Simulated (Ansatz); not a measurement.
Ideal-gas functions of C2H5NSe (`C1NC[Se]1`) at 500 K and 1 bar, from an Ansatz frequency run at PBE0-D4/def2-TZVP.

Molar mass 122.03 g/mol, point group Cs (symmetry number 1), electronic degeneracy 1, moments of inertia 47.385, 117.969, 157.121 u Å². Harmonic wavenumbers (cm⁻¹, unscaled): 140, 441, 608, 646, 854, 860, 888, 1016, 1104, 1158, 1170, 1209, 1288, 1427, 1500, 1524, 3033, 3036, 3110, 3112, 3546.

Use S(trans) = R[1.5 ln M + 2.5 ln T − 1.1517]; rotational temperatures θ = 24.2544 K / I; S(rot) = R[ln(√π/σ · √(T³/θAθBθC)) + 1.5]; for each mode x = 1.438777 ν̃/T, S = R[x/(eˣ − 1) − ln(1 − e⁻ˣ)] and H = RT x/(eˣ − 1); 1 cm⁻¹ = 0.0119627 kJ/mol; R = 8.31446 J/(mol·K).

By hand: the entropy, in J/(mol·K).

Translation 179.5. Rotation: θ = 0.5119, 0.2056, 0.1544 K, giving 111.9. Vibration, mode by mode: 15.93, 6.87, 4.65, 4.26, 2.66, 2.62, 2.46, 1.84, 1.50, 1.33, 1.29, 1.18, 0.98, 0.71, 0.60, 0.56, 0.01, 0.01, 0.01, 0.01, 0.00, in all 49.5. Electronic 0.0. Sum 340.9 J/(mol·K).

By hand: H − E and G − E in kJ/mol, counted from the electronic energy.

Zero-point energy ½ × 31670 × 0.0119627 = 189.4; thermal vibration 15.1; translation, rotation and pV give 4 RT = 16.6. H − E = 221.1 kJ/mol, and G − E = 221.1 − 500 × 340.9/1000 = 50.7 kJ/mol.

Vibration gives 15 % of the entropy, 15.9 J/(mol·K) of it from the mode under 150 cm⁻¹: soft modes count most, and the harmonic formula is weakest for them.
